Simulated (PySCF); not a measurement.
**Worked example: dipole moment from atomic charges**

TaOCl₃, SMILES [O]=[Ta]([Cl])([Cl])[Cl], multiplicity 1. Atoms are numbered in the order given.

```xyz
5

Ta     0.0000     0.0000    -0.1598
O      0.0000     0.0000    -1.8728
Cl     1.9068     1.1009     0.5226
Cl     0.0000    -2.2018     0.5226
Cl    -1.9068     1.1009     0.5226
```
Charge 0, spin multiplicity 1.

The structure is a stationary point at B3LYP-D3(BJ)/def2-SVP. The multiplicity is an assumed one; other spin states were not compared. The isomer is the one that the SMILES or the coordinates give; other isomers of the formula were not compared. The def2 effective core potentials stand for the cores of Ta; spin–orbit coupling is left out.

Charges (e) from PBE0/def2-TZVP (PySCF):

| atom | ESP fit | Mulliken |
|---|---|---|
| Ta1 | 0.606 | 1.293 |
| O2 | -0.318 | -0.432 |
| Cl3 | -0.097 | -0.287 |
| Cl4 | -0.095 | -0.287 |
| Cl5 | -0.097 | -0.287 |

The dipole moment of the full density is 1.61 D.

**Question.** What dipole moment does each set of point charges give, and which comes closer to that of the density?

**Answer.** 
μ = Σ q r, and 1 e Å = 4.8032 D.
ESP fit: Σ q r = (0.000, -0.004, 0.348) e Å, |μ| = 1.67 D.
Mulliken: Σ q r = (0.000, 0.000, 0.152) e Å, |μ| = 0.73 D.
ESP fit comes closer in size. Point charges leave out the atoms' own dipoles (lone pairs, polarised bonds); fits to the potential absorb them, partitions of the density don't.
